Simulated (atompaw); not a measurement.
u(r) = r·R(r): atom against pseudo-atom (platinum (Pt))

Columns: radius, all-electron u(r) and pseudo u(r) of the 5d shell (level -6.38 eV) of platinum in the configuration [Kr] 4d10 4f14 5s2 5p6 5d9 6s1 6p0; LDA (PW92), scalar-relativistic, PAW (atompaw) scheme, atompaw 4.2.0.5.

```json
{"r (bohr)": "0.075", "all-electron": "0.2187", "pseudo": "0.0006"}
{"r (bohr)": "0.150", "all-electron": "0.1851", "pseudo": "0.0045"}
{"r (bohr)": "0.225", "all-electron": "-0.1218", "pseudo": "0.0148"}
{"r (bohr)": "0.300", "all-electron": "-0.3464", "pseudo": "0.0340"}
{"r (bohr)": "0.375", "all-electron": "-0.3896", "pseudo": "0.0638"}
{"r (bohr)": "0.450", "all-electron": "-0.2934", "pseudo": "0.1050"}
{"r (bohr)": "0.525", "all-electron": "-0.1239", "pseudo": "0.1575"}
{"r (bohr)": "0.600", "all-electron": "0.0685", "pseudo": "0.2200"}
{"r (bohr)": "0.675", "all-electron": "0.2536", "pseudo": "0.2905"}
{"r (bohr)": "0.750", "all-electron": "0.4158", "pseudo": "0.3663"}
{"r (bohr)": "0.825", "all-electron": "0.5490", "pseudo": "0.4440"}
{"r (bohr)": "0.900", "all-electron": "0.6526", "pseudo": "0.5203"}
{"r (bohr)": "0.975", "all-electron": "0.7289", "pseudo": "0.5916"}
{"r (bohr)": "1.050", "all-electron": "0.7814", "pseudo": "0.6550"}
{"r (bohr)": "1.125", "all-electron": "0.8141", "pseudo": "0.7081"}
{"r (bohr)": "1.200", "all-electron": "0.8307", "pseudo": "0.7490"}
{"r (bohr)": "1.275", "all-electron": "0.8346", "pseudo": "0.7769"}
{"r (bohr)": "1.350", "all-electron": "0.8286", "pseudo": "0.7918"}
{"r (bohr)": "1.425", "all-electron": "0.8151", "pseudo": "0.7945"}
{"r (bohr)": "1.500", "all-electron": "0.7960", "pseudo": "0.7866"}
{"r (bohr)": "1.575", "all-electron": "0.7730", "pseudo": "0.7701"}
{"r (bohr)": "1.650", "all-electron": "0.7472", "pseudo": "0.7473"}
{"r (bohr)": "1.725", "all-electron": "0.7197", "pseudo": "0.7205"}
{"r (bohr)": "1.800", "all-electron": "0.6911", "pseudo": "0.6916"}
{"r (bohr)": "1.875", "all-electron": "0.6621", "pseudo": "0.6622"}
{"r (bohr)": "1.950", "all-electron": "0.6331", "pseudo": "0.6331"}
```

Problem. How many radial nodes do the two functions have?

Solution. The all-electron 5d function has n − l − 1 = 2; the pseudo-wave has 0, since the states of the same l below it are removed with the core.

Problem. Is the pseudo-wave norm-conserving?

Solution. No, it belongs to a PAW set: the norm inside the radius is not constrained, and the difference is carried by the augmentation charge.
